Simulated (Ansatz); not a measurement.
Species: NbO2 (charge 0, doublet). SMILES: [O]=[Nb]=[O]
Coordinates optimised at B3LYP-D3(BJ)/def2-TZVP (Ansatz, a program for electronic structure):
```xyz
3

Nb     0.1715    -0.1498     0.1830
O      0.6103     0.5476    -1.3190
O     -1.4894     0.2203     0.3809
```
Charge 0, spin multiplicity 2.

Property: vertical ionisation energy to the singlet, in eV. Conventions: LANL2DZ with its own core potentials from Na on; valence correlation only (noble-gas shells and the d and f shells of earlier blocks); 6-31G* and kin with 6d, 5d where marked; def2 sets with scalar-relativistic core potentials past Kr; no dispersion term unless named; each state is the SCF solution reached for its charge and spin; open shells spin-unrestricted; no spin-orbit coupling; STO-3G and 3-21G all-electron and non-relativistic. Ab initio and DFT rows: single points at B3LYP-D3(BJ) geometries (Ansatz). A UHF reference is markedly spin-contaminated in at least one set, which strains HF and MP2.

```tsv
level	program	vertical ionisation energy to the singlet (eV)
HF/6-31G* with LANL2DZ past Ar	Ansatz	8.01
PBE/6-31G* with LANL2DZ past Ar	Ansatz	7.83
B3LYP/STO-3G	Ansatz	5.02
B3LYP/3-21G	Ansatz	7.69
B3LYP/6-31G* with LANL2DZ past Ar	Ansatz	8.06
MP2/6-31G* with LANL2DZ past Ar	Ansatz	5.71
PBE/def2-TZVPD	Ansatz	7.96
PBE0/def2-TZVPD	Ansatz	8.07
wB97M-V/def2-TZVPD	Ansatz	7.94
```

No value to compare with is used here. The 6 habitual levels span 5.02 (B3LYP/STO-3G) to 8.06 eV (B3LYP/6-31G* with LANL2DZ past Ar); PBE/def2-TZVPD gives 7.96.

The levels are drawn from those run, B3LYP/6-31G* more often than the rest, none by its result; left out are runs that failed, that the program found above a lower state of the same kind, or whose <S^2> lies over 0.5 above the pure value.
